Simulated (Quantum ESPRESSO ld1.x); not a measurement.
ld1.x (Quantum ESPRESSO 7.5) input

```
 &input
    atom='In',
    iswitch=1,
    rel=2,
    dft='PBE',
    config='[Kr] 4d10 5s2 5p1',
    rel_dist='energy',
    verbosity='high',
    lsmall=.true.,
    prefix='ld1',
    max_out_wfc=37,
    file_charge='ld1.rho',
 /
```

It prints (banner and zero overlaps left out):

```
     Program LD1 v.7.5 starts

     --------------------------- All-electron run ----------------------------

     dirac relativistic calculation

     atomic number is 49.00
     dft =PBE   lsd =0 sic =0 latt =0  beta=0.20 tr2=1.0E-14
     Exchange-correlation= PBE
                           (   1   4   3   4   0   0   0)
     mesh =2063 r(mesh) =  99.90100 a.u. xmin = -8.00 dx = 0.00800
     1 Ry =  13.60569312 eV, c = 137.03599908

     n l j   nl                  e(Ry)          e(Ha)          e(eV)
     Spin orbit split results
     1 0 0.5 1S 1( 2.00)   -2038.603320711   -1019.301660355 -27736.6111811
     2 0 0.5 2S 1( 2.00)    -305.140317311    -152.570158656  -4151.6455168
     2 1 0.5 2P 1( 2.00)    -284.549924324    -142.274962162  -3871.4989485
     2 1 1.5 2P 1( 4.00)    -269.050755285    -134.525377643  -3660.6220109
     3 0 0.5 3S 1( 2.00)     -57.896374423     -28.948187211   -787.7203033
     3 1 0.5 3P 1( 2.00)     -49.589306884     -24.794653442   -674.6968916
     3 1 1.5 3P 1( 4.00)     -46.789713375     -23.394856687   -636.6064815
     4 0 0.5 4S 1( 2.00)      -8.776384136      -4.388192068   -119.4087893
     4 1 0.5 4P 1( 2.00)      -6.064466078      -3.032233039    -82.5112644
     4 1 1.5 4P 1( 4.00)      -5.575847405      -2.787923702    -75.8632687
     3 2 1.5 3D 1( 4.00)     -32.102921181     -16.051460590   -436.7824939
     3 2 2.5 3D 1( 6.00)     -31.529373069     -15.764686535   -428.9789743
     4 2 1.5 4D 1( 4.00)      -1.394111497      -0.697055749    -18.9678532
     4 2 2.5 4D 1( 6.00)      -1.330971111      -0.665485555    -18.1087845
     5 0 0.5 5S 1( 2.00)      -0.594952759      -0.297476380     -8.0947447
     5 1 0.5 5P 1( 1.00)      -0.194087890      -0.097043945     -2.6407003
     5 1 1.5 5P 1( 0.00)      -0.172415899      -0.086207950     -2.3458378
     Averaged results
     1 0     1S 1( 2.00)   -2038.603320711   -1019.301660355 -27736.6111811
     2 0     2S 1( 2.00)    -305.140317311    -152.570158656  -4151.6455168
     2 1     2P 1( 6.00)    -274.217144965    -137.108572482  -3730.9143235
     3 0     3S 1( 2.00)     -57.896374423     -28.948187211   -787.7203033
     3 1     3P 1( 6.00)     -47.722911211     -23.861455605   -649.3032849
     4 0     4S 1( 2.00)      -8.776384136      -4.388192068   -119.4087893
     4 1     4P 1( 6.00)      -5.738720296      -2.869360148    -78.0792673
     3 2     3D 1(10.00)     -31.758792314     -15.879396157   -432.1003822
     4 2     4D 1(10.00)      -1.356227265      -0.678113633    -18.4524120
     5 0     5S 1( 2.00)      -0.594952759      -0.297476380     -8.0947447
     5 1     5P 1( 1.00)      -0.179639896      -0.089819948     -2.4441253

     final scf error:  2.3E-15 reached in  27 iterations

     Etot =  -11766.446361 Ry,   -5883.223180 Ha, -160090.658332 eV

     Ekin =   12364.175358 Ry,    6182.087679 Ha,  168223.175638 eV
     Encl =  -28555.252542 Ry,  -14277.626271 Ha, -388514.003132 eV
     Eh   =    4744.483993 Ry,    2372.241996 Ha,   64551.993235 eV
     Exc  =    -319.853170 Ry,    -159.926585 Ha,   -4351.824075 eV

     normalization and overlap integrals

     s(1S/1S) =  1.000000  <r> =   0.0297  <r2> =    0.0012  r(max) =   0.0193
     LC norm =  0.96766119 + SC norm =  0.03233881 =  1.00000000
     s(2S/2S) =  1.000000  <r> =   0.1281  <r2> =    0.0194  r(max) =   0.1086
     LC norm =  0.99318049 + SC norm =  0.00681951 =  1.00000000
     s(2P/2P) =  1.000000  <r> =   0.1085  <r2> =    0.0145  r(max) =   0.0841
     LC norm =  0.99316192 + SC norm =  0.00683808 =  1.00000000
     s(2P/2P) =  1.000000  <r> =   0.1137  <r2> =    0.0158  r(max) =   0.0882
     LC norm =  0.99346050 + SC norm =  0.00653950 =  1.00000000
     s(3S/3S) =  1.000000  <r> =   0.3483  <r2> =    0.1389  r(max) =   0.3148
     LC norm =  0.99804518 + SC norm =  0.00195482 =  1.00000000
     s(3P/3P) =  1.000000  <r> =   0.3394  <r2> =    0.1339  r(max) =   0.3025
     LC norm =  0.99810177 + SC norm =  0.00189823 =  1.00000000
     s(3P/3P) =  1.000000  <r> =   0.3505  <r2> =    0.1426  r(max) =   0.3123
     LC norm =  0.99818268 + SC norm =  0.00181732 =  1.00000000
     s(4S/4S) =  1.000000  <r> =   0.8481  <r2> =    0.8146  r(max) =   0.7712
     LC norm =  0.99948465 + SC norm =  0.00051535 =  1.00000000
     s(4P/4P) =  1.000000  <r> =   0.9013  <r2> =    0.9297  r(max) =   0.8027
     LC norm =  0.99954464 + SC norm =  0.00045536 =  1.00000000
     s(4P/4P) =  1.000000  <r> =   0.9317  <r2> =    0.9938  r(max) =   0.8222
     LC norm =  0.99956928 + SC norm =  0.00043072 =  1.00000000
     s(3D/3D) =  1.000000  <r> =   0.3223  <r2> =    0.1235  r(max) =   0.2577
     LC norm =  0.99829866 + SC norm =  0.00170134 =  1.00000000
     s(3D/3D) =  1.000000  <r> =   0.3258  <r2> =    0.1261  r(max) =   0.2598
     LC norm =  0.99832240 + SC norm =  0.00167760 =  1.00000000
     s(4D/4D) =  1.000000  <r> =   1.1734  <r2> =    1.6556  r(max) =   0.9270
     LC norm =  0.99971810 + SC norm =  0.00028190 =  1.00000000
     s(4D/4D) =  1.000000  <r> =   1.1905  <r2> =    1.7061  r(max) =   0.9344
     LC norm =  0.99972491 + SC norm =  0.00027509 =  1.00000000
     s(5S/5S) =  1.000000  <r> =   2.6156  <r2> =    7.8717  r(max) =   2.1645
     LC norm =  0.99994241 + SC norm =  0.00005759 =  1.00000000
     s(5P/5P) =  1.000000  <r> =   3.6364  <r2> =   15.7301  r(max) =   2.7737
     LC norm =  0.99997145 + SC norm =  0.00002855 =  1.00000000
     s(5P/5P) =  1.000000  <r> =   3.8285  <r2> =   17.4551  r(max) =   2.9101
     LC norm =  0.99997444 + SC norm =  0.00002556 =  1.00000000

     LC charge = 48.84341670 + SC charge =  0.15658330 = 49.00000000

     ------------------------ End of All-electron run ------------------------
```

Run on one thread of a shared host, so times are rough (Intel(R) Xeon(R) Processor @ 2.60GHz): 0.49 s of CPU time, 1.8 s wall, 27 iterations on 2063 mesh points.
